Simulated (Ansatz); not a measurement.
cyclo-(H2SnO)2 (Sn2O2H4), relaxed as a singlet with RKS B3LYP-D4/def2-SVP in Ansatz, starting from the GFN2-xTB geometry. Force threshold 0.02 eV/Å.

In the def2 sets Sn takes a core potential; there is no spin–orbit coupling.

Start:

Cartesian coordinates in Å:
```
Sn 1.296 -0.356 0.618
H 1.810 -1.942 0.657
H 2.267 0.821 1.292
O 0.605 0.169 -1.169
Sn -1.297 0.356 -0.617
H -2.266 -0.821 -1.293
H -1.810 1.942 -0.658
O -0.605 -0.169 1.170
```

Problem. Estimate the energy that the relaxation releases and the steps that it takes.

Solution. 13.6 kJ/mol, in 5 steps; 10 s on 4 threads of Arm Neoverse V2 on a shared host. No frequencies were taken in this run, so the end may be a saddle point.

Problem. Does the start keep its bonding and symmetry?

Solution. By distances, no bond broke or formed. The bond that changes most is Sn1–H2, from 1.67 to 1.72 Å (atoms count from 1). Point group D2h at the start, D2h at the end, both within 0.05 Å.

Problem. Predict the relaxed structure.

Solution. 
```csv
atom,x (Å),y (Å),z (Å)
Sn1,1.3058,-0.3590,0.6238
H2,1.8869,-1.9762,0.6915
H3,2.3473,0.8121,1.3320
O4,0.6231,0.1736,-1.2041
Sn5,-1.3058,0.3590,-0.6238
H6,-2.3474,-0.8120,-1.3320
H7,-1.8868,1.9763,-0.6915
O8,-0.6231,-0.1737,1.2041
```
Bond lengths (bridged metal pairs left out): 4 × O–Sn 2.02 Å; 4 × H–Sn 1.72 Å.
